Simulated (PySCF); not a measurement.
SMILES [CH3][Al]([CH3])[SH] (C₂H₇AlS), PBE0/def2-SVP optimised geometry.

```
11

Al    -0.07     0.27     0.00
C      1.88     0.27     0.00
H      2.31     1.29    -0.02
H      2.27    -0.27    -0.87
H      2.27    -0.24     0.89
C     -1.19    -1.33    -0.02
H     -1.69    -1.45    -1.00
H     -1.99    -1.29     0.74
H     -0.61    -2.25     0.16
S     -1.05     2.25     0.00
H     -2.31     1.77     0.00
```

Density from PBE0/def2-TZVP run with PySCF at that geometry.

Minimum of the electron density along straight lines between bonded atoms, close to the bond critical point (lines longer than 1.1 times the sum of covalent radii, or with two minima, are not listed):

```tsv
bond	length / Å	ρ at the minimum / e bohr⁻³	∇²ρ there / e bohr⁻⁵	position (fraction from the first atom)
Al1–C2	1.952	0.087	0.26	0.40
C2–H3	1.101	0.265	-0.86	0.64
C2–H4	1.104	0.262	-0.84	0.64
C2–H5	1.104	0.262	-0.84	0.64
Al1–C6	1.957	0.086	0.25	0.40
C6–H7	1.104	0.261	-0.84	0.64
C6–H8	1.103	0.263	-0.84	0.64
C6–H9	1.102	0.264	-0.85	0.64
Al1–S10	2.201	[?]	0.21	0.37
S10–H11	1.351	0.208	[?]	0.64
```

Q: Complete the blanks.

A: 
- Al1–S10, ρ at the minimum / e bohr⁻³: 0.070
- S10–H11, ∇²ρ there / e bohr⁻⁵: -0.58
